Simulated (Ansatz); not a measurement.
`C[B](F)[SbH][Cl]` and `[CH3][AlH][B](C)F` differ in one atom or group.

Ansatz, PBE0-D4/def2-TZVP geometries, multiplicity 1. Each molecule was computed in one conformer, which needn't be the lowest.

Elements past krypton have def2 core potentials.

```json
{"property": "HOMO–LUMO gap (PBE0/def2-TZVPP) / eV", "`C[B](F)[SbH][Cl]`": "5.50"}
{"property": "HOMO–LUMO gap (ωB97M-V/def2-TZVPP) / eV", "`C[B](F)[SbH][Cl]`": "9.37"}
{"property": "size of the dipole moment (B3LYP/def2-TZVPP) / D", "`C[B](F)[SbH][Cl]`": "1.68"}
{"property": "HOMO–LUMO gap (PBE/def2-TZVPP) / eV", "`C[B](F)[SbH][Cl]`": "3.60"}
{"property": "size of the dipole moment (ωB97M-V/def2-TZVPP) / D", "`C[B](F)[SbH][Cl]`": "1.75"}
{"property": "LUMO energy (B3LYP/def2-TZVPP) / eV", "`C[B](F)[SbH][Cl]`": "-1.79"}
```

Q: What does the change do to each property? (An estimate is asked.)

A: The calculation gave: 
| property | `[CH3][AlH][B](C)F` | shift |
| --- | --- | --- |
| HOMO–LUMO gap (PBE0/def2-TZVPP) / eV | 5.56 | 0.06 |
| HOMO–LUMO gap (ωB97M-V/def2-TZVPP) / eV | 9.26 | -0.11 |
| size of the dipole moment (B3LYP/def2-TZVPP) / D | 1.26 | -0.42 |
| HOMO–LUMO gap (PBE/def2-TZVPP) / eV | 3.57 | -0.03 |
| size of the dipole moment (ωB97M-V/def2-TZVPP) / D | 1.25 | -0.50 |
| LUMO energy (B3LYP/def2-TZVPP) / eV | -1.51 | 0.28 |

With PBE0 the HOMO rises by 0.23 eV and the LUMO rises by 0.29 eV, so the gap widens by about 0.06 eV. PBE moves the HOMO by 0.34 eV and ωB97M-V by 0.13 eV. Dipoles are sizes alone; their direction can turn.

B3LYP here is the variant with VWN-RPA as its local correlation; programs differ in this.

Spin–orbit coupling is left out; it splits and shifts lone-pair levels of the heavy atoms by tenths of an eV.
